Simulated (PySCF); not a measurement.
Compound: C4H5NOSi.
Geometry (PBE0-D3(BJ)/def2-SVP, Å), atoms numbered from 1 in this order:
```
atom  x, y, z in Å
C1    -2.5643    0.0329   -0.3547
O2    -1.2279   -0.2440   -0.0304
Si3    0.0615    0.7122   -0.4242
C4     1.5448   -0.1152    0.2852
C5     2.5462   -0.6401    0.7466
C6     3.6725   -1.2317    1.2677
N7     4.6264   -1.7297    1.7081
H8    -2.7298    0.0441   -1.4473
H9    -2.8983    1.0030    0.0561
H10   -3.1980   -0.7554    0.0771
H11   -0.0470    2.0727    0.1775
H12    0.2490    0.8243   -1.8995
```

The closed-shell ground state was solved at several levels (PySCF, density fitting, gas phase, non-relativistic).

```
           level  basis functions  HOMO (eV)  LUMO (eV)  gap (eV)  dipole (D)
     PBE0/STO-3G               44      -4.78       1.57      6.35        4.85
   PBE0/pcSseg-2              329      -8.64      -2.12      6.52        5.17
    LDA/pcSseg-1              151      -7.22      -3.22      4.00        5.30
  PBE0/def2-TZVP              253      -8.61      -2.10      6.51        5.11
   BLYP/pcSseg-1              151      -7.02      -2.76      4.26        5.12
LC-wPBE/pcSseg-1              151     -11.30       0.18     11.48        5.36
  B97-2/pcSseg-1              151      -8.37      -2.10      6.27        5.27
   PBE0/IGLO-III              304      -8.62      -2.12      6.50        5.16
```

Task: What might PBE0/6-31G (77 basis functions) give for the same quantities?

Result: HOMO -8.30 eV, LUMO -1.73 eV, gap 6.57 eV, dipole 5.40 D.

Task: Over all these levels, which gives the widest orbital gap and which the narrowest?

Result: LC-wPBE/pcSseg-1 (range-separated hybrid) has the widest, 11.48 eV, and LDA/pcSseg-1 (LDA) the narrowest, 4.00 eV. The two share the basis. From the narrowest to the widest the HOMO moves by -4.08 eV and the LUMO by +3.40 eV.

Task: How much does the basis alone move the frontier levels among the 5 PBE0 rows (the withheld one included)?

Result: The HOMO by 3.86 eV and the LUMO by 3.69 eV. By rising basis size (HOMO, LUMO in eV): STO-3G -4.78, 1.57; 6-31G -8.30, -1.73; def2-TZVP -8.61, -2.10; IGLO-III -8.62, -2.12; pcSseg-2 -8.64, -2.12.

Task: How far do the dipole and the HOMO energy spread over the levels?

Result: The dipole runs from 4.85 to 5.40 D (mean 5.19 D) and the HOMO from -11.30 to -4.78 eV.

One conformer stands for the species.
